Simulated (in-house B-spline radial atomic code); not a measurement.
How numerical settings move a run on neutral zirconium, [Kr] 4d2 5s2. Computed with an all-electron radial atomic-structure program (B-spline basis): scalar-relativistic (X2C) TPSS, spherical fractional occupations, Fermi nucleus of rms radius 4.2694 fm.

Command:
```bash
python run_scf.py task.json out
```
Settings of the sound reference run:
```
Z                40
electrons        40
configuration    [Kr] 4d2 5s2
hamiltonian      x2c
method           tpss,tpss
spin_polarised   False
nucleus          fermi
rms_radius       4.2694
mass_number      90
atomic_mass      89.9047
speed_of_light   137.036
knot_spacing     0.22
spline_order     8
gauss_points     12
box_radius       50
max_iterations   70
damping          0.5
damped_steps     3
diis_vectors     10
tolerance        1e-08
start            Thomas-Fermi
```

Run time, properties included: 0.26 s on 1 thread of Arm Neoverse V2, on a shared host.

It converges in 9 iterations to -3598.093872 hartree, with 4d at -3.53367 eV. The other runs change the listed settings, some to values that make no sense; their results aren't properties of the atom or ion. Radii are in bohr (the nuclear one in fm), a minus after a letter asks for a j subshell, and «unchanged» means within 1e-8 hartree. The run stops when the residual is below 10 × tolerance × max(1, Z/10), or a noise floor if that is larger, and the energy moves by less than 1e-8 × √|E| hartree; so very loose and very tight tolerances often act alike.

```tsv
changed settings	outcome
gauss_points = 4	converged in 9 iterations, energy +7.52e-07 hartree from the reference, 4d level +4.2e-06 eV
max_iterations = 8	not converged after 8 iterations, last residual 1.2e-06, last energy +1.00e-10 hartree from the reference
box_radius = 5	converged in 8 iterations, energy +2.60e-01 hartree from the reference, 4d level +3.9e+00 eV (the program warns: 4d has a positive eigenvalue: unbound, held by the box; 5s has a positive eigenvalue: unbound, held by the box)
box_radius = 200, max_iterations = 5, damping = 0, diis_vectors = 0	not converged after 5 iterations, last residual 1.7e-03, last energy +1.59e-04 hartree from the reference
gauss_points = 8	converged in 9 iterations, energy +4.56e-08 hartree from the reference
box_radius = 2	converged in 7 iterations, energy +1.82e+01 hartree from the reference, 4d level +7.5e+01 eV (the program warns: 4d has a positive eigenvalue: unbound, held by the box; 4s has a positive eigenvalue: unbound, held by the box)
box_radius = 15	converged in 9 iterations, energy +5.05e-06 hartree from the reference, 4d level +6.8e-04 eV (the program warns: 4d reaches the box edge; 5s reaches the box edge)
box_radius = 10	converged in 9 iterations, energy +1.35e-03 hartree from the reference, 4d level +8.3e-02 eV (the program warns: 4d reaches the box edge; 5s reaches the box edge)
gauss_points = 16	converged in 9 iterations, energy +1.14e-07 hartree from the reference
gauss_points = 3	converged in 15 iterations, energy -3.15e+02 hartree from the reference, 4d level +1.8e-01 eV (the program warns: states collapsed into the nucleus by a negative tau potential were left out of the aufbau)
box_radius = 200	converged in 9 iterations, energy +1.86e-07 hartree from the reference, 4d level +1.3e-06 eV
box_radius = 3	converged in 8 iterations, energy +3.13e+00 hartree from the reference, 4d level +2.1e+01 eV (the program warns: 4d has a positive eigenvalue: unbound, held by the box; 5s has a positive eigenvalue: unbound, held by the box)
first_knot = 0.025, max_iterations = 12, tolerance = 0.0001, start = bare nucleus	converged in 5 iterations, energy +2.55e-01 hartree from the reference, 4d level -9.9e-04 eV
gauss_points = 6	converged in 9 iterations, energy +3.82e-08 hartree from the reference
knot_spacing = 2, max_iterations = 3, start = bare nucleus	not converged after 3 iterations, last residual 1.6e-03, last energy +3.77e+02 hartree from the reference
box_radius = 100	converged in 9 iterations, energy +2.20e-07 hartree from the reference, 4d level +4.6e-07 eV
box_radius = 25	converged in 9 iterations, energy +6.08e-08 hartree from the reference, 4d level -9.7e-06 eV
max_iterations = 3	not converged after 3 iterations, last residual 3.9e-04, last energy +1.61e-06 hartree from the reference
```

(1) What happens with electrons = 41, configuration = [Kr] 4d2 5s2 6p-1, max_iterations = 50?

(2) What happens with gauss_points = 5?

(3) What happens with knot_spacing = 0.4, box_radius = 100, max_iterations = 60, tolerance = 1e-10?

(4) What happens with max_iterations = 12?

Answers

(1) Stopped with error: j subshells need the Dirac Hamiltonian and l > 0.

(2) Converged in 9 iterations, energy +1.20e-07 hartree from the reference.

(3) Converged in 9 iterations, energy +8.56e-04 hartree from the reference, 4d level -6.6e-05 eV.

(4) Converged in 9 iterations, energy unchanged.
